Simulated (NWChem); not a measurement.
GeSiH$_{6}$O; SMILES [O]([SiH3])[GeH3]

All runs: NWChem. All runs use the structure optimised with PBE0/def2-SVP. Ions are spin-unrestricted doublets at the neutral geometry; other ion states weren't tried.

What does the run give for PBE/def2-SVP? Quantities: vertical ionisation energy, ΔSCF (eV); −ε(HOMO) (eV).


```yaml
vertical ionisation energy, ΔSCF (eV): 9.96
"−ε(HOMO) (eV)": 6.85
```
